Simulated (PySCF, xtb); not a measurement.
TiI3H, SMILES [I][TiH]([I])[I], multiplicity 1.

GFN2-xTB (xtb 6.7.1) at its own geometry gives an orbital gap of 1.63 eV and a dipole moment of 4.46 D.

The structure is a stationary point at B3LYP-D3(BJ)/def2-SVP. The spin state was assumed, not searched. The structure was generated by enumeration; whether it is a known compound was not checked. The def2 effective core potentials stand for the cores of I; spin–orbit coupling is left out.

Question: What does PBE/def2-TZVP (PySCF) give? (An estimate is asked for; the answer gives what the named calculation found.)

Answer: gap 2.47 eV (levels -6.81 and -4.35 eV), dipole 0.71 D.
